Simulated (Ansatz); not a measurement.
Ansatz (a quantum-chemistry and plane-wave program) input (CCSD(T)/aug-cc-pVDZ):

Ansatz 0.2 input:
```yaml
crystal:
  periodic: [false, false, false]
  atoms:
    - {symbol: C, position_ang: [1.60391120, 0.16073343, 0.18610066]}
    - {symbol: C, position_ang: [0.41228043, -0.75592777, -0.11930399]}
    - {symbol: C, position_ang: [-0.88188314, -0.28173727, 0.50118615]}
    - {symbol: F, position_ang: [-1.31338605, 0.85857434, -0.39198877]}
    - {symbol: H, position_ang: [1.40617566, 1.16159398, -0.20643080]}
    - {symbol: H, position_ang: [1.73055133, 0.25306476, 1.26917995]}
    - {symbol: H, position_ang: [2.54163953, -0.20225055, -0.25993284]}
    - {symbol: H, position_ang: [0.36727516, -0.87762778, -1.22897383]}
    - {symbol: H, position_ang: [0.61502520, -1.75524129, 0.29544465]}
    - {symbol: H, position_ang: [-1.64604341, -1.04511844, 0.25071497]}
basis:
  gaussian:
    orbitals: aug-cc-pVDZ
total_charge: -1
magnetization: {spin_polarized: false}
correlation: {method: ccsd_t, electrons: outside_noble_gas}
output: {forces: true}
```

Output:

```
Functional definition: HF
integrals: 0.39 GiB planned
1427 factors; integrals over basis functions are off by at most 8.0e-4 eV
mean field: 0.59 GiB planned
mean field evaluation 1: about -5888.2902 eV, gradient 2.4e1 eV
mean field evaluation 2: about -5888.3028 eV, gradient 2.4e1 eV
mean field evaluation 4: about -5890.3000 eV, gradient 3.8e0 eV
mean field evaluation 8: about -5890.3514 eV, gradient 3.4e-1 eV
mean field evaluation 16: about -5890.0774 eV, gradient 7.9e0 eV
mean field evaluation 32: about -5882.2456 eV, gradient 2.9e-1 eV
mean field -5890.35279093 eV, -216.4664724423 hartree, gradient 5.3e-6 eV, S^2 0.000000; 0 other end points of the search recorded, 0 dependent functions left out
4 core orbitals not correlated
reference -5890.35279093 eV, -216.4664724423 hartree; 13, 13 occupied and 129, 129 virtual orbitals, 1427 factors
densities: 2.32 GiB planned
second order -18.29694848 eV of doubles, -0.00000000 eV of singles
coupled cluster: 1.23 GiB planned
cycle   1  -18.81653401 eV  change   -5.2e-1 eV  update   1.2e-1
cycle   2  -19.29045552 eV  change   -4.7e-1 eV  update   3.7e-2
cycle   3  -19.43330110 eV  change   -1.4e-1 eV  update   2.7e-2
cycle   4  -19.44697738 eV  change   -1.4e-2 eV  update   1.1e-2
cycle   5  -19.43877618 eV  change    8.2e-3 eV  update   9.4e-3
cycle   6  -19.43738168 eV  change    1.4e-3 eV  update   5.4e-3
cycle   7  -19.43893007 eV  change   -1.5e-3 eV  update   2.8e-3
cycle   8  -19.43904481 eV  change   -1.1e-4 eV  update   1.5e-3
cycle   9  -19.43895563 eV  change    8.9e-5 eV  update   6.9e-4
cycle  10  -19.43951262 eV  change   -5.6e-4 eV  update   3.5e-4
cycle  11  -19.43930197 eV  change    2.1e-4 eV  update   2.0e-4
cycle  12  -19.43919598 eV  change    1.1e-4 eV  update   1.0e-4
cycle  13  -19.43920411 eV  change   -8.1e-6 eV  update   5.7e-5
cycle  14  -19.43918545 eV  change    1.9e-5 eV  update   3.5e-5
cycle  15  -19.43919842 eV  change   -1.3e-5 eV  update   1.7e-5
cycle  16  -19.43920483 eV  change   -6.4e-6 eV  update   1.0e-5
cycle  17  -19.43920729 eV  change   -2.5e-6 eV  update   5.0e-6
cycle  18  -19.43920901 eV  change   -1.7e-6 eV  update   2.8e-6
perturbative correction -0.65715678 eV, -0.0241500664 hartree
the calculation of the forces begins
Total energy: -5910.44915673 eV, -217.2050002635 hartree
Atom 0 at     1.603911     0.160733     0.186101 Å, force    -0.069755    -0.067557    -0.018396 eV/Å
Atom 1 at     0.412280    -0.755928    -0.119304 Å, force     0.262598     0.042917    -0.088838 eV/Å
Atom 2 at    -0.881883    -0.281737     0.501186 Å, force    -0.091497     0.142071     0.344159 eV/Å
Atom 3 at    -1.313386     0.858574    -0.391989 Å, force    -0.086205     0.261635    -0.169148 eV/Å
Atom 4 at     1.406176     1.161594    -0.206431 Å, force    -0.087885     0.444339    -0.182642 eV/Å
Atom 5 at     1.730551     0.253065     1.269180 Å, force     0.069135     0.021159     0.458010 eV/Å
Atom 6 at     2.541640    -0.202251    -0.259933 Å, force     0.359810    -0.160543    -0.173049 eV/Å
Atom 7 at     0.367275    -0.877628    -1.228974 Å, force    -0.099361    -0.003232    -0.327762 eV/Å
Atom 8 at     0.615025    -1.755241     0.295445 Å, force     0.064614    -0.406357     0.198147 eV/Å
Atom 9 at    -1.646043    -1.045118     0.250715 Å, force    -0.321454    -0.274431    -0.040481 eV/Å
Dipole moment:     0.622122    -0.192483    -0.490964 e Å
```

It need not be the lowest isomer of its formula. Whether it binds its extra electron was not tested at this geometry.
